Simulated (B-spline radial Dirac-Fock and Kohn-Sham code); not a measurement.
**Gd¹⁶⁺: eigenvalues, ΔSCF and the reference**

System: gadolinium as Gd¹⁶⁺, configuration [Kr] 4d10 4f2.

The density-functional columns are spherical, spin-unpolarised Dirac-Kohn-Sham results without Breit or QED terms: −ε is minus the orbital energy of the initial state and ΔSCF the difference of two total energies. The reference in the last column comes from Dirac-Fock energy differences between relaxed states, corrected for Breit and QED terms. All numbers are from an atomic code on a B-spline grid, in eV; a selection of levels is shown. For the 1s level of heavy atoms much of the gap between ΔSCF and the reference is the Breit and QED part, -215.6 eV here; for other levels the error of the functional can be larger.

```csv
level,LDA −ε,LDA ΔSCF,Dirac-Fock
K,50349.0,50817.8,50614.9
L1,8605.0,8699.4,8759.4
L2,8192.5,8309.1,8308.6
L3,7497.5,7603.4,7621.0
M1,2182.9,2219.3,2264.8
M2,2003.6,2041.6,2070.5
M3,1860.9,1897.0,1926.8
M4,1549.8,1590.4,1595.8
M5,1518.7,1558.7,1565.4
N1,705.0,724.3,745.1
N2,634.2,653.3,666.7
N3,600.0,618.4,632.4
N4,481.9,500.0,500.5
N5,475.4,493.2,494.0
"N6,7",331.5,349.0,346.2
```

Values without a named source are computed, but for edge energies of neutral atoms, which are taken from tables.
